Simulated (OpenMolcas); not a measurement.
**Computed levels of Ar³⁺**

| Item | Value |
| --- | --- |
| Program | OpenMolcas |
| Method | SS-CASPT2, IPEA 0.25 Eh, imaginary shift 0.1 Eh (closed shells correlated: 2s 2p 3s) |
| Basis | ANO-RCC-VTZP [5s4p2d1f] |
| Scalar Hamiltonian | DKH2, point nucleus |
| Active space | 3 electrons in 3 orbitals (3p) |
| State averaging | 2S+1 = 4 odd, 1 root; 2S+1 = 2 odd, 8 roots |
| Spin-orbit coupling | RASSI with atomic mean-field integrals over the reference wave functions, term energies averaged over their components |

Spin-free terms above the lowest, with the occupations of the reference:

```json
{"Configuration": "3s2 3p3", "Term": "4S*", "E (eV)": "0.0000", "Occupations": "3p 3.00"}
{"Configuration": "3s2 3p3", "Term": "2D*", "E (eV)": "2.758", "Occupations": "3p 3.00"}
{"Configuration": "3s2 3p3", "Term": "2P*", "E (eV)": "4.610", "Occupations": "3p 3.00"}
```

With spin-orbit coupling, above the lowest level:

| Configuration | Term | J | E (eV) | Measured (eV) | g | Term weight % |
| --- | --- | --- | --- | --- | --- | --- |
| 3s2 3p3 | 4S* | 3/2 | 0.0000 | 0.0000 | 2.002 | 100 |
| 3s2 3p3 | 2D* | 3/2 | 2.749 | 2.6149 | 0.803 | 99 |
| 3s2 3p3 | 2D* | 5/2 | 2.762 | 2.6309 | 1.200 | 100 |
| 3s2 3p3 | 2P* | 1/2 | 4.614 | 4.3214 | 0.666 | 100 |
| 3s2 3p3 | 2P* | 3/2 | 4.631 | 4.3435 | 1.331 | 99 |

Against the 4 measured excited levels shown (Saloman, J. Phys. Chem. Ref. Data 39, 033101 (2010)) the mean absolute deviation is 1700 cm-1; the largest miss in energy is 3s2 3p3 2P* 1/2: computed 4.614, measured 4.3214 eV (+6.8 %).

Spin-orbit coupling puts the lowest level 0.0042 eV below the lowest spin-free term.

Term energies are means over components that CASPT2 splits; among the terms shown or strongly mixed into the levels shown the widest spread is 250 cm-1 (3s2 3p3 2D*). With the s shell closed, the reference lacks s² → p² mixing. Computed and measured levels are paired by configuration, term and J; levels that our copy of the source lacks, or whose pairing is in doubt (as where it misses far off the trend of its configuration), stay unpaired and out of the deviations. Only configurations of the active space appear.

The term weight is that of the spin-free term in the level, not the purity of its configuration. * marks odd parity.
